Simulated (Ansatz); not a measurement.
Basis-set extrapolation for C$_{4}$H$_{3}$F$_{5}$, SMILES `C/C(F)=C(\F)C(F)(F)F` (PBE0-D4/def2-TZVP geometry, frozen core, Ansatz 0.2.0). Multiplicity 1, RHF reference.

|  | def2-TZVPP | def2-QZVPP |
| --- | --- | --- |
| HF | -650.665547 | -650.693404 |
| MP2 correlation | -1.868269 | -2.030540 |
| CCSD(T) correlation | -1.957361 | not run |

Energies in hartree. Use E(X) = E(∞) + A·exp(−7.88·√X) for Hartree–Fock and E(X) = E(∞) + B·X^(−2.97) for correlation, with X = 3 and 4, and add CCSD(T) minus MP2 of the smaller set to the MP2 limit.

Problem. What is the CCSD(T) energy at the basis-set limit?

Solution. HF limit: -650.693404 + (-0.027857) × 0.13774 = -650.69724. MP2 limit: -2.030540 + (-0.162271) × 0.74074 = -2.15074. Higher-order term: -1.957361 − (-1.868269) = -0.08909. Total: -652.93707 hartree, 824.8 kJ/mol below CCSD(T)/def2-TZVPP.
